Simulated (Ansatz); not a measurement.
Stepwise reaction of `O[SiH2][GeH3]` with ammonia, as a gas-phase model of exchange steps in deposition or etching. ΔE in kJ/mol.

Program: Ansatz. Geometries: PBE0-D4/def2-TZVP. ΔE: electronic, gas phase. CBS: MP2 limit from def2 TZ/QZ plus the TZ coupled-cluster correction, frozen cores. This one scheme is used for every species. DFT in def2-TZVPP. B3LYP here is the variant with VWN-RPA as its local correlation; programs differ in this. For Ge outer-core shells are correlated without core-valence functions, which leaves a few kJ/mol of doubt a bond. Scalar relativity is left out up to krypton. Each species was taken in one conformer, which may not be the lowest.

| step | reaction | PBE-D4 | B3LYP-D4 | ωB97M-V | CCSD(T)/CBS |
| --- | --- | --- | --- | --- | --- |
| 1 | `O[SiH2][GeH3]` + NH₃ → `[NH2][GeH2][SiH2]O` + H₂ | 15.6 | 19.7 | 20.4 | 20.6 |

(1) Give the row of step 2, `[NH2][GeH2][SiH2]O` + NH₃ → `[NH2][GeH2][SiH](N)O` + H₂. (Best estimate.)

(2) By hand: ΔE of the 2 steps together at CCSD(T)/CBS.

## Answers

(1) Ansatz gave: 
```
step                                                  reaction  PBE-D4  B3LYP-D4  ωB97M-V  CCSD(T)/CBS
   2  `[NH2][GeH2][SiH2]O` + NH₃ → `[NH2][GeH2][SiH](N)O` + H₂   -33.1     -40.1    -40.7        -41.0
```

(2) (20.6) + (-41.0) = -20.4 kJ/mol, or -10.2 kJ/mol a step.

In ΔE each step is lower than the one before. PBE-D4 differs from CCSD(T)/CBS by -5.0 to 7.9 kJ/mol a step. Isolated molecules leave out the surface, adducts and barriers. Largest T1 diagnostic: 0.012.
